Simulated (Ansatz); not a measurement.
CH5ClN2Si, SMILES `N[Si]1(Cl)CN1`, relaxed with RKS PBE0-D4/def2-TZVP in Ansatz 0.2.0 from a PBE-D4/def2-SVP geometry. The force threshold is 0.005 eV/Å; the program also tests the step.

Total charge 0; spin multiplicity 1.

Start:

```xyz
10

N     0.436    1.700   -0.104
Si    0.399    0.043    0.406
Cl    1.746   -0.396    1.936
C    -0.262   -1.253   -0.721
N    -1.097   -0.813    0.466
H     0.017    2.371    0.549
H     1.354    2.061   -0.388
H    -0.596   -0.928   -1.728
H     0.047   -2.316   -0.697
H    -2.044   -0.468    0.281
```

Q: How much energy does the relaxation release, and in how many steps? (Best estimate.)

A: Computed: 5.77 kcal/mol, in 27 steps, 2 of them rejected.

Q: Which bonds change most? (Estimate.)

A: Ansatz gave: Si2–N5 from 1.725 to 1.671 Å; N1–Si2 from 1.734 to 1.684 Å; Si2–Cl3 from 2.084 to 2.048 Å; Si2–C4 from 1.840 to 1.819 Å.

Q: Give the relaxed structure. (Best estimate.)

A: The calculation gave: 
```xyz
10

N     0.615    1.755    0.119
Si    0.345    0.107    0.329
Cl    1.718   -0.519    1.713
C    -0.341   -1.159   -0.781
N    -1.216   -0.486    0.264
H     0.005    2.327   -0.439
H     1.481    2.198    0.367
H    -0.673   -1.001   -1.806
H    -0.076   -2.200   -0.587
H    -1.858   -1.023    0.821
```
